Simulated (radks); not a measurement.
The numbers below are computed, except where a source is named.
Q: Valence configurations of Ar IV (all share [Ne]). Code: a radial shooting solver on a logarithmic mesh with Libxc functionals. Model: scalar-relativistic Kohn-Sham, SCAN, spin-polarised, spherical densities, finite nucleus; open shells are filled with parallel spins first; meta-GGA in the generalised Kohn-Sham scheme; Fermi nuclear charge, rms radius 3.4274 fm. Order these by energy: 3s1 3p4; 3s1.5 3p3.5; 3s2 3p3; 3s0.5 3p4.5; 3p5.

A: From the lowest, in eV above it: 3s2 3p3 0.000; 3s1.5 3p3.5 8.126; 3s1 3p4 15.987; 3s0.5 3p4.5 26.888; 3p5 36.761. NIST lists [Ne] 3s2 3p3 as the ground configuration; this level of theory agrees among the configurations tried. The energies are those of spherical high-spin densities, not of single terms.
